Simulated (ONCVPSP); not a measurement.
## u(r) = r·R(r): atom against pseudo-atom (Ba (Z = 56))

Columns: radius, all-electron u(r) and pseudo u(r) of the 5s shell (level -33.67 eV) of barium in the configuration [Kr] 4d10 5s2 5p6 6s2; PBE, scalar-relativistic, ONCV scheme, ONCVPSP 4.0.1.

```
r (bohr)  all-electron  pseudo
   0.135        0.0609  0.0642
   0.270        0.2374  0.1351
   0.405       -0.2858  0.2173
   0.540       -0.4939  0.3124
   0.675       -0.3137  0.4180
   0.810        0.0334  0.5281
   0.945        0.3779  0.6344
   1.080        0.6443  0.7276
   1.215        0.8160  0.7994
   1.350        0.9036  0.8441
   1.485        0.9254  0.8590
   1.620        0.9005  0.8453
   1.755        0.8451  0.8068
   1.890        0.7722  0.7495
   2.025        0.6914  0.6800
   2.160        0.6094  0.6046
   2.295        0.5304  0.5289
   2.430        0.4570  0.4567
   2.565        0.3905  0.3905
   2.700        0.3315  0.3315
   2.835        0.2799  0.2799
   2.970        0.2353  0.2352
   3.105        0.1970  0.1970
   3.240        0.1644  0.1644
   3.375        0.1369  0.1368
   3.510        0.1137  0.1137
```

(1) How many radial nodes do the two functions have?

(2) At about which radius was the pseudo-wave matched?

(3) Is the pseudo-wave norm-conserving?

## Answers

(1) The all-electron 5s function has n − l − 1 = 4 (the table is too coarse to show those close to the nucleus); the pseudo-wave has 0, since the states of the same l below it are removed with the core.

(2) 2.70 bohr. The columns agree to 0.0005 from 2.43 bohr on; several derivatives are matched, so the curves merge somewhat inside the radius.

(3) Yes: the ONCV scheme keeps the norm inside the radius equal to the all-electron one, which fixes the energy derivative of the logarithmic derivative at the level.
